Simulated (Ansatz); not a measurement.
**Relative stability**

Two isomers of AlSiH₃OF (charge -1), singlet, relaxed at PBE0-D4/def2-TZVPD (vibrations not checked).

A:

```tsv
atom	x (Å)	y (Å)	z (Å)
F1	-0.9616	-1.8657	-1.3370
Al2	-0.0438	-0.9396	-0.2286
O3	-0.3138	2.0265	0.5978
Si4	-1.2813	0.7943	1.2128
H5	0.9570	-1.9265	0.6098
H6	0.2819	1.6652	-0.0889
H7	0.8367	0.2259	-1.0446
```

B:

O1  (-0.670, -0.858, 0.152)
Si2  (-0.744, 0.726, -0.437)
F3  (2.172, -1.327, -0.524)
Al4  (1.040, -0.524, 0.444)
H5  (1.596, -0.490, 1.952)
H6  (-1.837, 1.508, 0.273)
H7  (-1.293, 0.741, -1.853)
(Å)

Computed with Ansatz 0.2.0 (basis: def2-TZVPPD); correlated methods freeze the cores. B3LYP uses VWN-RPA correlation.

Problem. Which structure is lower at CCSD(T), and by how much? (Judge from chemistry; the value comes from the calculation.)

Solution. The calculation gives: B, by 1.832 eV (electronic energy, against the other). By their contacts, A is AlSiH₃OF ([OH][Si][AlH2][F]), total charge -1 and B is AlSiH₃OF ([F][AlH]1[O][SiH2]1), total charge -1.

All methods give the same order:

| method | E(B) − E(A) (eV) |
| --- | --- |
| PBE-D4 | -1.736 |
| r2SCAN-D4 | -2.043 |
| PBE0-D4 | -1.830 |
| B3LYP-D4 | -1.798 |
| wB97M-V | -1.825 |
| HF | -1.868 |
| MP2 | -2.021 |
| CCSD | -1.832 |
| CCSD(T) | -1.832 |

No T1 diagnostic of these runs exceeds 0.017. The restricted Hartree–Fock reference is unstable towards an unrestricted one at one or more of these structures.

Labels in which every atom is bracketed show which atoms are joined, not bond orders.
